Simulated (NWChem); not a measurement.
Molecule: CH6SSi; SMILES CS[SiH3]

```xyz
9

Si     0.1535     1.3469     0.0002
S     -0.7195    -0.6072     0.0002
C      0.7891    -1.6297     0.0013
H     -0.9884     2.3054    -0.0010
H      1.0051     1.5672     1.2110
H      1.0071     1.5664    -1.2092
H      1.3956    -1.4546    -0.8989
H      0.4581    -2.6771     0.0029
H      1.3961    -1.4520     0.9007
```
Atoms are numbered in this order, from 1.

Coordinates come from a PBE0/def2-SVP optimisation.

Task: Give the principal values of the shielding tensors (ppm) of Si1, S2, C3 from B3LYP/6-31G* (spherical d), GIAO (NWChem), with their diamagnetic and paramagnetic parts as GIAO splits them.

Result: 
| atom | σ11 | σ22 | σ33 | isotropic | diamagnetic | paramagnetic |
|---|---|---|---|---|---|---|
| Si1 | 384.4 | 419.1 | 493.4 | 432.3 | 881.7 | -449.4 |
| S2 | 643.7 | 647.6 | 900.5 | 730.6 | 1056.4 | -325.8 |
| C3 | 163.7 | 168.1 | 194.2 | 175.3 | 252.1 | -76.8 |
